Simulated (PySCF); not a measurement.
Relaxation of quartet MoS₂⁻

All numbers come from PySCF, UPBE0, basis Mo def2-SVPD with ECP28, S def2-SVPD (scalar-relativistic core potentials, no spin–orbit coupling, density fitting). A (50,194) grid was used.

A hand-made bent start, of C2v symmetry, held to at least that symmetry:

```xyz
3
charge -1 multiplicity 4, angstrom
Mo    0.0000    0.0000   -0.4872
S     1.7612    0.0000    0.7460
S    -1.7612    0.0000    0.7460
```

Optimiser trace:
| step | E − E(last) (kJ/mol) | largest gradient (Eh/bohr) |
| --- | --- | --- |
| 0 | 34.62 | 0.01485 |
| 1 | 18.75 | 0.01085 |
| 2 | 3.84 | 0.01107 |
| 3 | 0.91 | 0.00734 |
| 4 | 0.10 | 0.00234 |
| 5 | 0.00 | 0.00021 |
| 6 | 0.00 | 0.00003 |

It ends at C2v with Mo–S 2.188 Å (×2); S–Mo–S 141.1° (after a last refinement on a finer grid). A frequency run shows a minimum. Other isomers or separated fragments may lie lower.

Final geometry:
```xyz
3
charge -1 multiplicity 4, angstrom
Mo    0.0000    0.0000   -0.2875
S     2.0631    0.0000    0.4410
S    -2.0631    0.0000    0.4410
```

Other spin states or occupations of the open shell can lie lower.
